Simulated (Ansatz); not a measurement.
Abstraction of Br: C4H9Br + CHBrI → C4H9 + CHBr2I

Species: C4H9Br (2-bromo-2-methylpropane) `CC(C)(C)Br`, singlet; CHBrI `Br[CH]I`, doublet; C4H9 `C[C](C)C`, doublet; CHBr2I (dibromoiodomethane) `BrC(Br)I`, singlet. A radical takes Br: the energy is the difference in strength between two C–Br bonds in different surroundings.

Shapes, held fixed at every level: PBE0-D4/def2-TZVP. Programs: Ansatz 0.2.0. The zero-point and thermal change to 298 K, harmonic and unscaled (PBE0-D4/def2-TZVP), is -2.6 kJ/mol.

```json
{"level": "HF/def2-SVP", "kind": "Hartree–Fock", "ΔH(298 K) (kJ/mol)": "+47.2", "less CCSD(T)/def2-TZVPP": "-5.2"}
{"level": "PBE-D4/def2-TZVPP", "kind": "GGA", "ΔH(298 K) (kJ/mol)": "+36.1", "less CCSD(T)/def2-TZVPP": "-16.3"}
{"level": "r2SCAN-D4/def2-TZVPP", "kind": "meta-GGA", "ΔH(298 K) (kJ/mol)": "+42.4", "less CCSD(T)/def2-TZVPP": "-10.0"}
{"level": "B3LYP-D4/def2-TZVPP", "kind": "global hybrid", "ΔH(298 K) (kJ/mol)": "+38.7", "less CCSD(T)/def2-TZVPP": "-13.7"}
{"level": "BHLYP-D4/def2-TZVPP", "kind": "global hybrid", "ΔH(298 K) (kJ/mol)": "+42.2", "less CCSD(T)/def2-TZVPP": "-10.2"}
{"level": "r2SCAN0-D4/def2-TZVPP", "kind": "global hybrid", "ΔH(298 K) (kJ/mol)": "+44.8", "less CCSD(T)/def2-TZVPP": "-7.6"}
{"level": "B2PLYP/def2-TZVPP", "kind": "double hybrid", "ΔH(298 K) (kJ/mol)": "+42.5", "less CCSD(T)/def2-TZVPP": "-9.9"}
{"level": "CCSD(T)/def2-TZVPP", "kind": "coupled cluster or CI", "ΔH(298 K) (kJ/mol)": "+52.4", "less CCSD(T)/def2-TZVPP": "0.0"}
```

The highest level, CCSD(T)/def2-TZVPP, gives ΔH(298 K) = +52.4 kJ/mol; the levels span +36.1 to +52.4. The column of differences is taken from that level and isn't an error. No measured value is set beside it here. Open shells run unrestricted. For atoms past krypton def2 sets carry core potentials with scalar relativity. Relativity is left out for Br. Outer-core shells of Br, I are correlated in most correlated rows, in sets that cover them unevenly. CCSD(T)/def2-TZVPP lies outside the range of all other levels here, so it shouldn't be taken on trust.
